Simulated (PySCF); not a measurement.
Cl₂GaI. Atoms are numbered in the order given.

```xyz
4

Ga     0.0000     0.0000     0.7854
Cl     0.0000     1.8225     1.8850
Cl     0.0000    -1.8225     1.8850
I      0.0000     0.0000    -1.6686
```
Charge 0, spin multiplicity 1.

Geometry optimised at PBE0-D3(BJ)/def2-SVP. The structure was generated by enumeration; whether it is a known compound was not checked. The def2 effective core potentials stand for the cores of I; spin–orbit coupling is left out.

All values below come from ωB97X/def2-TZVP run with PySCF.

Isolated molecule, no solvent.

```yaml
total_energy: -3143.24761 hartree
point_group: C2v
highest_occupied_level: -10.53 eV
lowest_empty_level: -0.27 eV
orbital_gap: 10.26 eV
dipole_moment: 0.229 e·Å
quadrupole, principal values (traceless, Buckingham form, about the centre of nuclear charge): -4.51, -0.43, 4.93 D·Å
mean_static_polarisability: 80.6 bohr³ (11.94 Å³)
polarisability_principal_values: 56.0, 82.0, 103.8 bohr³
```
